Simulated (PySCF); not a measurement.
**State search for SnN**

Unrestricted PBE0; PySCF, scalar-relativistic core potentials, basis sets Sn def2-TZVPPD with ECP28, N def2-TZVPPD. Outer shells of the fragments: Sn 4d10 5s2 5p2; N 2s2 2p3.

Followed along the bond (rough minima from three points):

```tsv
2Ms+1	unpaired	⟨S²⟩ at the start	R at minimum (Å)	Te (eV)
2	π ↑	0.94	1.96	0.00
2	σ ↑	1.13	1.87	0.08
4	σ ↑, π ↑↑	3.78	2.07	1.58
4	π ↑↑↑	3.76	none in the scan	≤ 1.14
6	σ ↑, π ↑↑↑↑	8.76	none in the scan	≤ 3.03
```

Solutions found at the starting distance of 2.005 Å, counted from the lowest of them; the search is not exhaustive and high or unbound solutions are not listed, so other states can lie among these:

| 2Ms+1 | unpaired | term | E (eV) | ⟨S²⟩ | ⟨Lz²⟩ | μ (D) |
| --- | --- | --- | --- | --- | --- | --- |
| 2 | π ↑ | ²Π | 0.00 | 0.94 | 1.01 | -3.58 |
| 2 | σ ↑ | mixed | 0.30 | 1.13 | 0.00 | -3.82 |
| 4 | π ↑↑↑ | ⁴Π | 1.38 | 3.76 | 1.01 | -1.22 |
| 4 | σ ↑, π ↑↑ | mixed | 1.59 | 3.78 | 2.01 | -2.06 |
| 2 | π ↑↑↓ | mixed | 1.93 | 1.76 | 3.02 | -1.19 |
| 4 | σ ↑, π ↑↑ | mixed | 1.96 | 3.76 | 2.01 | -2.17 |
| 2 | σ ↓, π ↑↑ | mixed | 2.18 | 1.77 | 2.01 | -2.17 |
| 2 | σ ↑, π ↑↓ | mixed | 2.24 | 1.76 | 2.02 | -2.26 |
| 2 | σ ↓, π ↑↑ | mixed | 2.56 | 1.77 | 2.01 | -2.31 |
| 6 | σ ↑, π ↑↑↑↑ | ⁶Σ⁺ | 3.53 | 8.76 | 0.00 | 0.71 |

A term symbol is given only where ⟨S²⟩ and ⟨Lz²⟩ are close to those of a pure state; real π, δ and φ orbitals otherwise mix terms. A positive dipole means Sn(−)N(+).

Compare the gap between the two lowest followed solutions at the starting distance with the gap between their minima.

At PBE0 the second solution (Ms = 0.5 of mixed spin, unpaired electrons σ ↑) lies +0.30 eV from the first (doublet, unpaired electrons π ↑) at 2.005 Å and +0.08 eV at the minima; the two curves relax by different amounts, since their minima lie near 1.87 and 1.96 Å.

Spin–orbit coupling is left out.
